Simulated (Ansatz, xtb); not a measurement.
Relative energy of two isomers of C6H6SSe

Structure X is `Cc1c[se]ccc1=S`, a singlet and structure Y is `C=CC1=CCC(=S)[Se]1`, a singlet. Both are isolated molecules in the gas phase, relaxed with r2SCAN-D4/def2-SVP; the shapes shown needn't be the lowest conformers.

X (Å):

```xyz
14

C    -1.6844   -0.0387   -1.9104
C    -0.8919   -0.5884   -0.7609
C    -1.2328   -1.8166   -0.2663
C     0.8578   -1.4490    1.5399
C     0.9947   -0.2703    0.8783
C     0.2067    0.2246   -0.2312
S     0.5738    1.7203   -0.8830
Se   -0.4279   -2.7279    1.1397
H    -1.0186    0.1713   -2.7626
H    -2.1239    0.9335   -1.6361
H    -2.4791   -0.7314   -2.2215
H    -2.0650   -2.3763   -0.7056
H     1.5179   -1.7172    2.3702
H     1.7930    0.4036    1.2079
```

Y (Å):

```yaml
atoms:
  - { symbol: C, position_ang: [-2.7086, -1.6109, -1.7755] }
  - { symbol: C, position_ang: [-2.0725, -0.5543, -1.2397] }
  - { symbol: C, position_ang: [-0.8100, -0.5900, -0.5293] }
  - { symbol: C, position_ang: [-0.1622, 0.4667, 0.0126] }
  - { symbol: C, position_ang: [1.1312, 0.2125, 0.7041] }
  - { symbol: C, position_ang: [1.5035, -1.2574, 0.6726] }
  - { symbol: S, position_ang: [2.8417, -1.9214, 1.3220] }
  - { symbol: Se, position_ang: [0.1533, -2.2304, -0.2540] }
  - { symbol: H, position_ang: [-3.6617, -1.4921, -2.2965] }
  - { symbol: H, position_ang: [-2.2988, -2.6247, -1.7109] }
  - { symbol: H, position_ang: [-2.5179, 0.4456, -1.3269] }
  - { symbol: H, position_ang: [-0.5751, 1.4791, -0.0544] }
  - { symbol: H, position_ang: [1.1074, 0.5421, 1.7608] }
  - { symbol: H, position_ang: [1.9617, 0.7907, 0.2548] }
```

Quicker runs give these differences E(Y) − E(X): GFN2-xTB +51.9 kJ/mol; HF/STO-3G +23.0 kJ/mol (at GFN2-xTB geometries); r2SCAN-D4/def2-SVP//GFN2-xTB +52.6 kJ/mol.

**Question.** Estimate E(Y) − E(X) at the level CCSD(T)/def2-SVP + ΔMP2/def2-TZVPP.

**Answer.** Calculated at CCSD(T)/def2-SVP + ΔMP2/def2-TZVPP: E(Y) − E(X) = +38.4 kJ/mol, so structure X lies lower.

How the difference moves with the method:

```json
{"level": "GFN2-xTB", "geometry": "GFN2-xTB", "E(Y) − E(X) (kJ/mol)": "+51.9", "departure from the last row (kJ/mol)": "+13.5", "job, with rough time for the two": "optimisation, 0.15 s"}
{"level": "HF/STO-3G", "geometry": "GFN2-xTB", "E(Y) − E(X) (kJ/mol)": "+23.0", "departure from the last row (kJ/mol)": "−15.5", "job, with rough time for the two": "single point, 0.62 s"}
{"level": "r2SCAN-D4/def2-SVP//GFN2-xTB", "geometry": "GFN2-xTB", "E(Y) − E(X) (kJ/mol)": "+52.6", "departure from the last row (kJ/mol)": "+14.1", "job, with rough time for the two": "single point, 4.6 s"}
{"level": "r2SCAN-D4/def2-SVP", "geometry": "r2SCAN-D4/def2-SVP", "E(Y) − E(X) (kJ/mol)": "+51.7", "departure from the last row (kJ/mol)": "+13.3", "job, with rough time for the two": "optimisation, 35 s"}
{"level": "HF/def2-SVP", "geometry": "r2SCAN-D4/def2-SVP", "E(Y) − E(X) (kJ/mol)": "+34.1", "departure from the last row (kJ/mol)": "−4.3", "job, with rough time for the two": "part of the CCSD(T) run"}
{"level": "MP2/def2-SVP", "geometry": "r2SCAN-D4/def2-SVP", "E(Y) − E(X) (kJ/mol)": "+49.6", "departure from the last row (kJ/mol)": "+11.2", "job, with rough time for the two": "part of the CCSD(T) run"}
{"level": "CCSD(T)/def2-SVP", "geometry": "r2SCAN-D4/def2-SVP", "E(Y) − E(X) (kJ/mol)": "+38.2", "departure from the last row (kJ/mol)": "−0.3", "job, with rough time for the two": "single point"}
{"level": "CCSD(T)/def2-SVP + ΔMP2/def2-TZVPP", "geometry": "r2SCAN-D4/def2-SVP", "E(Y) − E(X) (kJ/mol)": "+38.4", "departure from the last row (kJ/mol)": "", "job, with rough time for the two": "single point, 2.5 min"}
```

As drawn, both hold the same kinds of bond in the same numbers. Structure X has 1 methyl group, Y 0. Structure X has a 6-membered ring, Y a 5-membered ring.

None of the levels shown reverses the order. The largest departure from CCSD(T)/def2-SVP + ΔMP2/def2-TZVPP is that of HF/STO-3G, 15.5 kJ/mol. The last row adds to CCSD(T) the change of the MP2 difference between the two basis sets, here +0.3 kJ/mol.

With thermal terms from frequencies at re-optimised GFN2-xTB minima (ideal gas, soft modes damped towards free rotors, one conformer each, 298.15 K, 1 atm): on the last row, ΔE + ΔZPE = +35.0, ΔH = +35.8, ΔG = +33.9 kJ/mol.

The correlated steps freeze 20 core orbitals; the filled d shell of Se is correlated, in a basis made for valence electrons. Run with Ansatz 0.2.0, xtb 6.7.1; the last row on 4 threads of Arm Neoverse V2 on a shared host.
